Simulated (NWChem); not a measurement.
Species: C₂H₂BFO; SMILES B(O)(F)C#C

```xyz
7

B     -0.0108     0.4896     0.0000
C     -0.0623    -1.0496     0.0000
C     -0.0658    -2.2775     0.0000
H     -0.0824    -3.3598     0.0000
F     -1.1427     1.2008     0.0000
O      1.1576     1.1846     0.0000
H      1.9288     0.5900     0.0000
```
Atoms are numbered in this order, from 1.

Computed with NWChem. Structure relaxed at the PBE-D3(BJ)/def2-SVP level. Vertical excitations in the gas phase; the lowest state need not have the same character in each row.

For level PBE/def2-SVP, full TDDFT:

```
Item                                      Value
----------------------------------------  -----
oscillator strength of that bright state  0.043
orbital gap (eV)                           5.28
```

Question: How do the values read with level PBE0/def2-SVP, full TDDFT instead?

Answer: The oscillator strength of that bright state comes out as 0.032. The orbital gap (eV) is 7.54.
